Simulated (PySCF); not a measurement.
**A small calculation by hand: oscillator strength and radiative lifetime**

Si(Cl)3(NH2) (Cl3H2NSi), SMILES Cl[Si](Cl)(Cl)N.

The structure is a stationary point at B3LYP-D3(BJ)/def2-SVP. One conformer was computed; it need not be the lowest.

TDDFT-B3LYP/def2-SVPD (PySCF) puts the first singlet state with f over 0.02 at 7.54 eV (vertical), with the transition dipole (0.000, 0.000, -0.489) in atomic units.

Question: Find the oscillator strength, the wavelength and the radiative lifetime that this transition would have in vacuum if emission retraced absorption.

Answer: 
|μ|² = 0.2391 au, so |μ| = 1.24 D. ΔE = 7.54/27.211 = 0.2771 hartree. f = (2/3) ΔE |μ|² = 0.044 (the program prints 0.044).
λ = 1239.84/7.54 = 164 nm; ν = 60814 cm⁻¹.
Einstein's coefficient A = 0.6670 ν² f s⁻¹ (ν in cm⁻¹) = 1.1e8 s⁻¹, so τ = 1/A = 9.2 ns. This state is S5; the lower singlets have f = 0.009, 0.002, 0.018, 0.000. The figure is the radiative limit of this one transition; relaxation, internal conversion, crossing to triplets and a medium change what is measured.
